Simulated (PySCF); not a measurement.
**H9O3Si4: g tensor and hyperfine couplings**

H₉O₃Si₄ (doublet state).
Z-matrix (Å and degrees, PBE0-D3(BJ)/def2-SVP geometry), rows numbered from 1:
```
Si
O   1  1.6699
Si  2  1.6542  1  138.88
O   3  1.6512  2  108.30  1  -141.94
Si  4  1.6683  3  140.19  2   -26.67
O   3  1.6511  2  107.87  1   -23.69
Si  6  1.6652  3  146.35  2  -162.44
H   1  1.4890  2  107.57  3  -171.59
H   1  1.4921  2  110.36  3    68.81
H   1  1.4930  2  110.41  3   -52.12
H   5  1.4892  4  107.70  3  -166.92
H   5  1.4920  4  110.26  3    73.49
H   5  1.4930  4  110.39  3   -47.35
H   7  1.4894  6  107.83  3   171.37
H   7  1.4920  6  110.43  3    51.37
H   7  1.4929  6  110.00  3   -69.33
```

The hyperfine couplings belong to this conformer and change with its torsions.

The species is `[SiH3]O[Si](O[SiH3])O[SiH3]` [radical].

The calculation used PySCF 2.14.0, UKS B3LYP, IGLO-III on O Si, pcH-1 on H, non-relativistic, mean-field spin-orbit, GIAO. Geometry: PBE0-D3(BJ)/def2-SVP, one conformer, isolated molecule. The SCF solution wasn't tested for stability.

| Property | Result |
| --- | --- |
| g1, g2, g3 | 2.00066, 2.00085, 2.00224 |
| g_iso | 2.00125 |
| Form of g | close to axial: the two nearest values differ by 12 % of g3 − g1 |
| ⟨S²⟩ | 0.7513 (exact 0.7500) |
| α and β electrons | 45, 44 |
| HOMO–LUMO gap, α and β orbitals | 6.01, 5.99 eV |
| Total energy | -1389.49586 Eh |
| Basis functions | 371 |

Isotropic coupling and dipolar principal values T1 to T3, in MHz; ρ(0) is the spin density at the nucleus:

```csv
atom,isotope,a_iso,of which spin–orbit,T1,T2,T3,Mulliken spin population,ρ(0) (bohr⁻³)
Si1,29Si,-2.9,0.0,-3.4,1.5,1.9,0.02,0.0033
O2,17O,-80.0,0.0,-21.8,10.5,11.3,0.03,0.1320
Si3,29Si,-1187.3,1.0,-108.4,54.1,54.3,0.84,1.3371
O4,17O,-82.6,0.0,-22.5,10.8,11.7,0.03,0.1363
Si5,29Si,-2.9,0.0,-3.4,1.5,1.9,0.02,0.0033
O6,17O,-76.6,0.0,-23.9,11.5,12.4,0.04,0.1263
Si7,29Si,-1.0,0.0,-2.7,1.2,1.5,0.02,0.0012
H8,1H,1.5,0.0,-1.1,-0.9,2.0,0.00,0.0003
H9,1H,4.4,0.0,-1.2,-0.8,2.0,0.00,0.0010
H10,1H,-0.9,0.0,-1.5,-1.2,2.7,0.00,-0.0002
H11,1H,1.1,0.0,-1.1,-0.9,2.0,0.00,0.0003
H12,1H,4.9,0.0,-1.2,-0.8,2.0,0.00,0.0011
H13,1H,-0.9,0.0,-1.6,-1.2,2.8,0.00,-0.0002
H14,1H,4.2,0.0,-1.1,-0.8,1.9,0.00,0.0009
H15,1H,1.4,0.0,-1.3,-0.9,2.2,0.00,0.0003
H16,1H,-0.6,0.0,-1.5,-1.2,2.7,0.00,-0.0001
```

The largest Mulliken spin population is on Si3 (+0.84). The angles at Si3 add up to 325.5°, so it is pyramidal.

Under fast tumbling the dipolar parts average out, and these isotropic splittings remain: 9 × 1H (H8 (×9), I = 1/2, 10 lines) with 0.06 mT.

Means are taken over nuclei equivalent by connectivity, which assumes that they swap fast. The nine 1H nuclei of mean +1.7 MHz run from -0.9 to 4.9 MHz in the frozen geometry.

The 17O coupling of O2/O4/O6 (mean -79.7 MHz) shows only in satellite lines or after enrichment, since that isotope makes up about 0.038 % of natural oxygen.

The 29Si coupling of Si3 (-1187.3 MHz) shows only in satellite lines or after enrichment, since that isotope makes up about 4.7 % of natural silicon.
